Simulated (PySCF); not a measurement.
CH₄BGeN, ClGeH₄Si (calculated)

All values are calculated (PySCF 2.14.0). Calculation on a computer-drawn molecule: optimised geometry and harmonic frequencies of an isolated molecule of the commonest isotopes, restricted reference for singlets and unrestricted otherwise, frozen core in MP2; on germanium a core potential holds 10 electrons, which the energies leave out, and 3d is frozen in MP2 and coupled-cluster steps.

Common to all runs: charge 0; method HF; basis and core potential on germanium cc-pVDZ-PP ECP10MDF.

```yaml
- entry: 1
  formula: CH4BGeN
  start_structure:
    atoms_angstrom:
      - [B, -2.2206, 1.4928, 2.8248]
      - ["N", -1.792, 1.7905, 1.6571]
      - [C, -1.1569, 2.2459, 0.5046]
      - [Ge, -0.1834, 3.579, 1.6398]
      - [H, -2.6958, 1.1042, 3.7557]
      - [H, -1.9996, 2.6514, -0.1395]
      - [H, -0.7318, 1.4533, -0.051]
      - [H, 0.9083, 2.4569, 1.9187]
  given:
    multiplicity: 1
    basis: cc-pVDZ
    drawn_bonds_atom: [1, 2, 3, 1, 3, 3, 4]
    drawn_bonds_other_atom: [2, 3, 4, 5, 6, 7, 8]
    drawn_bonds_order: [2, 1, 1, 1, 1, 1, 1]
  results:
    optimised_atom_element: [B, "N", C, Ge, H, H, H, H]
    "optimised_atom_x [angstrom]": [-2.218, -1.831, -1.237, -0.2345, -2.627, -1.978, -0.6721, 0.9249]
    "optimised_atom_y [angstrom]": [1.48, 1.737, 2.246, 3.495, 1.183, 2.706, 1.482, 2.446]
    "optimised_atom_z [angstrom]": [2.786, 1.639, 0.454, 1.694, 3.843, -0.1959, -0.07432, 1.964]
    "modes_frequency [cm^-1]": [104.3, 251.7, 384.4, 479.4, 575.5, 687.6, 771.6, 803.6, 909.8, 993.1, 1225, 1281, 1579, 1982, 2025, 2996, 3233, 3307]
    "modes_reduced_mass [dalton]": [5.522, 2.617, 6.446, 1.105, 3.484, 1.061, 1.332, 1.327, 1.207, 5.699, 1.267, 1.158, 1.093, 1.023, 5.086, 1.199, 1.054, 1.113]
    "rotational_constants [GHz]": [11.08, 3.38, 2.704]
    "total_energy [hartree]": -412.6733
    "convergence_status_largest_gradient_component [hartree/bohr]": 2.303e-05
- entry: 2
  formula: ClGeH4Si
  start_structure:
    atoms_angstrom:
      - [Cl, -2.2921, 1.4728, -1.2562]
      - [Si, -1.0766, -0.1399, -1.3077]
      - [Ge, 1.0424, 0.3695, -0.5771]
      - [H, -1.791, -1.1082, -0.4603]
      - [H, 1.8383, -0.8173, -0.4853]
      - [H, 1.1697, 1.1632, 0.7597]
      - [H, 1.7647, 1.279, -1.541]
  given:
    multiplicity: 2
    basis: "cc-pV(D+d)Z"
    drawn_bonds_atom: [1, 2, 2, 3, 3, 3]
    drawn_bonds_other_atom: [2, 3, 4, 5, 6, 7]
    drawn_bonds_order: [1, 1, 1, 1, 1, 1]
  results:
    optimised_atom_element: [Cl, Si, Ge, H, H, H, H]
    "optimised_atom_x [angstrom]": [-2.305, -1.119, 1.11, -1.799, 1.945, 1.095, 1.729]
    "optimised_atom_y [angstrom]": [1.55, -0.1654, 0.4021, -1.112, -0.8807, 1.063, 1.361]
    "optimised_atom_z [angstrom]": [-1.366, -1.278, -0.5712, -0.3642, -0.5099, 0.8101, -1.589]
    "modes_frequency [cm^-1]": [88.93, 113.0, 346.8, 424.8, 511.2, 554.8, 640.3, 800.2, 884.8, 959.0, 962.0, 2218, 2222, 2237, 2303]
    "modes_reduced_mass [dalton]": [1.121, 10.61, 7.443, 1.043, 1.424, 4.727, 1.175, 1.076, 1.044, 1.019, 1.019, 1.024, 1.02, 1.016, 1.043]
    "rotational_constants [GHz]": [11.17, 1.415, 1.284]
    "total_energy [hartree]": -1044.1568
    spin_squared: 0.7566
    "convergence_status_largest_gradient_component [hartree/bohr]": 1.789e-05
```
